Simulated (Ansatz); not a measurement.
One change: `C#[C][Ti]([F])([F])[Cl]` becomes `[F][Ti]([F])([Cl])[Cl]`.

Ansatz, PBE0-D4/def2-TZVP geometries, multiplicity 1. 

Scalar relativity is left out up to krypton.

```json
{"property": "LUMO energy (ωB97M-V/def2-TZVPP) / eV", "`C#[C][Ti]([F])([F])[Cl]`": "-1.40"}
{"property": "LUMO energy (PBE/def2-TZVPP) / eV", "`C#[C][Ti]([F])([F])[Cl]`": "-4.34"}
{"property": "HOMO energy (B3LYP/def2-TZVPP) / eV", "`C#[C][Ti]([F])([F])[Cl]`": "-8.63"}
{"property": "HOMO–LUMO gap (ωB97M-V/def2-TZVPP) / eV", "`C#[C][Ti]([F])([F])[Cl]`": "9.67"}
{"property": "LUMO energy (PBE0/def2-TZVPP) / eV", "`C#[C][Ti]([F])([F])[Cl]`": "-3.54"}
{"property": "LUMO energy (B3LYP/def2-TZVPP) / eV", "`C#[C][Ti]([F])([F])[Cl]`": "-3.78"}
```

(1) Give the same properties after the change, and the shifts. (Best estimate.)

Results:

(1) The calculation gave: 
```csv
property,`[F][Ti]([F])([Cl])[Cl]`,shift
LUMO energy (ωB97M-V/def2-TZVPP) / eV,-1.37,0.03
LUMO energy (PBE/def2-TZVPP) / eV,-4.40,-0.06
HOMO energy (B3LYP/def2-TZVPP) / eV,-9.59,-0.96
HOMO–LUMO gap (ωB97M-V/def2-TZVPP) / eV,10.68,1.01
LUMO energy (PBE0/def2-TZVPP) / eV,-3.58,-0.04
LUMO energy (B3LYP/def2-TZVPP) / eV,-3.83,-0.05
```

The zero-point energy changes by -44.4 kJ/mol with -6 modes.

B3LYP here is the variant with VWN-RPA as its local correlation; programs differ in this.
